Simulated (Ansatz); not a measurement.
One change: `[F][Hf]([SH])([SH])[SH]` becomes `[OH][Hf]([SH])([SH])[SH]`.

Ansatz, PBE0-D4/def2-TZVP geometries, multiplicity 1. Each molecule was computed in one conformer, which needn't be the lowest.

Elements past krypton have def2 core potentials.

```tsv
property	`[F][Hf]([SH])([SH])[SH]`
HOMO energy (PBE/def2-TZVPP) / eV	-6.67
HOMO energy (ωB97M-V/def2-TZVPP) / eV	-9.99
HOMO–LUMO gap (PBE/def2-TZVPP) / eV	4.10
LUMO energy (B3LYP/def2-TZVPP) / eV	-1.95
HOMO energy (B3LYP/def2-TZVPP) / eV	-7.60
zero-point energy (PBE0-D4/def2-TZVP) / kJ/mol	74.0
```

(1) Give the same properties after the change, and the shifts. (Best estimate.)

## Answers

(1) The calculation gave: 
| property | `[OH][Hf]([SH])([SH])[SH]` | shift |
| --- | --- | --- |
| HOMO energy (PBE/def2-TZVPP) / eV | -6.34 | 0.33 |
| HOMO energy (ωB97M-V/def2-TZVPP) / eV | -9.65 | 0.34 |
| HOMO–LUMO gap (PBE/def2-TZVPP) / eV | 4.02 | -0.08 |
| LUMO energy (B3LYP/def2-TZVPP) / eV | -1.67 | 0.28 |
| HOMO energy (B3LYP/def2-TZVPP) / eV | -7.26 | 0.34 |
| zero-point energy (PBE0-D4/def2-TZVP) / kJ/mol | 101.3 | 27.3 |

With PBE0 the HOMO rises by 0.33 eV and the LUMO rises by 0.28 eV, so the gap narrows by about 0.05 eV. PBE moves the HOMO by 0.33 eV and ωB97M-V by 0.34 eV. The zero-point energy changes by 27.3 kJ/mol with +3 modes.

B3LYP here is the variant with VWN-RPA as its local correlation; programs differ in this.
